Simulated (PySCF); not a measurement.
## Gas-phase XPS of Cu(AsH3)(SiH3), computed

Compound: Cu(AsH3)(SiH3) (singlet state).
Cartesian coordinates in Å at the PBE0-D3(BJ)/def2-SVP level; atoms count from 1:
```xyz
9
AsCuH6Si angstrom
Cu     0.0212   -0.0509   -0.0798
As     0.0036   -0.0496    2.2826
H      0.8190   -1.0489    3.0724
H     -1.2914   -0.2387    3.0404
H      0.4657    1.1832    3.0264
Si     0.0294    0.0163   -2.3732
H      1.3559    0.3883   -2.9868
H     -0.9370    1.0143   -2.9610
H     -0.3336   -1.2833   -3.0465
```

Method used: PySCF, delta-SCF UKS SCAN, pcX-2 on the ionised atom (unc-x2c-TZVPall on a metal), pcseg-1 elsewhere, spin-free X2C. Each binding energy is the total energy of the core-ionised species, with the hole localised on one atom, minus that of the ground state; both are solved self-consistently, so orbital relaxation is included.

Question: Give the core binding energies atom by atom.

Answer: 
```csv
atom(s),bonded to,level,binding energy (eV),2p1/2 (eV),count
Si6,3 H and Cu,Si 2p3/2,104.86,105.48,1
Cu1,As and Si,Cu 2p3/2,937.91,958.56,1
Si6,3 H and Cu,Si 1s,1844.61,–,1
```

Question: Give the binding energy of Cu 2p3/2 of Cu1 in hartree and in kJ/mol.

Answer: 937.91 eV = 34.4676 Eh = 90495 kJ/mol.

Question: Which photon energy gives electrons from Cu 2p3/2 of Cu1 a kinetic energy of 100 eV, and what is their de Broglie wavelength?

Answer: hν = 937.91 + 100 = 1037.91 eV, recoil neglected; λ = 12.264 Å/√(E/eV) = 1.23 Å.

Spin–orbit coupling isn't in the SCF: each 2p doublet comes from a relaxed spin-free hole plus a matrix of the shell (mean-field spin–orbit coupling and the ground-state 2p splitting), with 2p3/2 averaged over its two sublevels. 2p1/2 minus 2p3/2 (ligand field included): Cu 20.65 eV, Si 0.62 eV. Satellites of the metal's 2p lines aren't described. No level of arsenic is listed. Isolated species at its PBE0-D3(BJ)/def2-SVP geometry, gas phase. Metal 2p energies of this one-determinant scheme are less reliable than its 1s energies.
